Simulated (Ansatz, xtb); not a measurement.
Relaxing a trial structure of CH5Al2Cl

The starting geometry of this gas-phase singlet was built from a drawn formula by distance geometry and a force field; its bonds are those of `[AlH2][CH]([AlH2])Cl`.

```xyz
9

C     0.1425   -0.6422    0.6881
Al   -1.5758   -0.3485   -0.2450
Al   -0.1000    0.0015    2.5572
Cl    1.4108    0.3080   -0.1445
H    -2.0088    1.1231   -0.6203
H    -2.7800   -1.3319    0.1299
H     0.3962   -1.7218    0.6681
H     0.1532   -1.0330    3.7613
H    -0.4577    1.5067    2.8400
```

Predict what becomes of its bonds when it is optimised with r2SCAN-D4/def2-SVP.

A new bond forms, giving a structure with Cl4 bridging C1 and Al3, given below by its coordinates. Contacts that close: Al3–Cl4 (3.11 → 2.41 Å).

The energy falls by 0.54 eV over 14 steps:

```json
{"step": "1", "E − E(last) (eV)": "0.544"}
{"step": "2", "E − E(last) (eV)": "0.351"}
{"step": "4", "E − E(last) (eV)": "0.194"}
{"step": "5", "E − E(last) (eV)": "0.119"}
{"step": "7", "E − E(last) (eV)": "0.019"}
{"step": "8", "E − E(last) (eV)": "0.018"}
{"step": "10", "E − E(last) (eV)": "0.002"}
{"step": "11", "E − E(last) (eV)": "0.000"}
{"step": "13", "E − E(last) (eV)": "0.000"}
{"step": "14", "E − E(last) (eV)": "0.000"}
```

Final geometry (Å):

```yaml
atoms:
  - { symbol: C, position_ang: [-0.1996, -0.8280, 0.7818] }
  - { symbol: Al, position_ang: [-1.7546, -0.2686, -0.2363] }
  - { symbol: Al, position_ang: [0.1142, 0.0204, 2.5553] }
  - { symbol: Cl, position_ang: [1.3279, 0.2950, 0.4915] }
  - { symbol: H, position_ang: [-1.7835, 1.1363, -0.9673] }
  - { symbol: H, position_ang: [-3.0065, -1.2461, -0.1760] }
  - { symbol: H, position_ang: [0.1929, -1.8544, 0.7127] }
  - { symbol: H, position_ang: [1.0154, -0.7271, 3.6204] }
  - { symbol: H, position_ang: [-0.7258, 1.3346, 2.8529] }
```

From the same start GFN2-xTB ends elsewhere, differing in Al2–Cl4 (2.23 against 3.22 Å here).

The end wasn't checked by frequencies. Run with Ansatz 0.2.0, 26 s on 1 thread of Intel(R) Xeon(R) 6975P-C (Granite Rapids) (shared host).
